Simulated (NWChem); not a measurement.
# A calculation on F$_{4}$Te

SMILES: F[Te](F)(F)F
```xyz
5

Te     0.0000     0.0000     0.2957
F     -1.9591     0.0000     0.0885
F      0.0000     1.4691    -0.9429
F      1.9591     0.0000     0.0885
F      0.0000    -1.4691    -0.9429
```
Charge 0, spin multiplicity 1.

The numbers come from NWChem runs, not from measurements. Structure: optimised with PBE/def2-SVP with def2 effective core potentials on Te, a minimum by its harmonic frequencies.

Symmetry labels belong to the abelian group C2v used in the runs, with the axes of the coordinates shown.

Effective core potentials replace the inner electrons of Te; spin-orbit coupling is left out. The correlated methods keep 8 core orbitals frozen. The structure started from a generated list of species.

**Question.** List the 4 singlet excitations that EOM-CCSD/def2-SVP with def2 effective core potentials on Te, 8 core orbitals frozen gives, with oscillator strengths.

**Answer.** 
| state | symmetry | energy (eV) | wavelength (nm) | f |
|---|---|---|---|---|
| 1 | b2 | 6.11 | 203 | 0.069 |
| 2 | a1 | 7.38 | 168 | 0.072 |
| 3 | a2 | 7.51 | 165 | 0.000 |
| 4 | b1 | 7.54 | 164 | 0.010 |
These are the lowest roots of each symmetry, so higher states are missing between them.
